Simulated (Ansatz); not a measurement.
Species: CH₇BO₂Si, charge 0, multiplicity 1. 
Coordinates optimised at B3LYP-D3(BJ)/def2-TZVP (Ansatz, a program for electronic structure):
SMILES: C[SiH2]B(O)O
```xyz
12

C      2.2095     0.4441     0.2792
Si     0.8303    -0.7765    -0.1387
B     -0.9884     0.1312    -0.0397
O     -1.1591     1.4534     0.2890
O     -2.1060    -0.5970    -0.3110
H      2.2182     1.2844    -0.4193
H      3.1894    -0.0333     0.2290
H      2.0909     0.8431     1.2897
H      1.0587    -1.3231    -1.5018
H      0.8865    -1.9198     0.8094
H     -0.3432     1.9271     0.4720
H     -2.9192    -0.0788    -0.2378
```
Charge 0, spin multiplicity 1.

Total electronic energies in hartree. Valence correlation only, unless marked. No spin-orbit coupling. No relativistic terms. Basis-set limits of correlation are two-point, X^-3; Hartree-Fock from the larger set.

```tsv
level	program	energy (Eh)
HF/6-31G*	Ansatz	-505.36687
RI-HF/aug-cc-pV(Q+d)Z	Ansatz	-505.51975
B3LYP-D3(BJ)/def2-TZVPD	Ansatz + dftd3	-507.36572
CAM-B3LYP/def2-TZVPD	Ansatz	-507.23754
LC-wPBE-D4/def2-TZVPD	Ansatz + dftd4	-507.10616
RI-MP2/cc-pV(T+d)Z	Ansatz	-506.38372
SCS-MP2/aug-cc-pV(Q+d)Z	Ansatz	-506.48317
CCSD(T)/CBS(aug-cc-pV(T+d)Z,aug-cc-pV(Q+d)Z)	Ansatz	-506.5828
CCSD(T)/CBS(cc-pV(T+d)Z,cc-pV(Q+d)Z)	Ansatz	-506.5829
```

Totals of different functionals don't rank their quality; only differences between species are comparable.
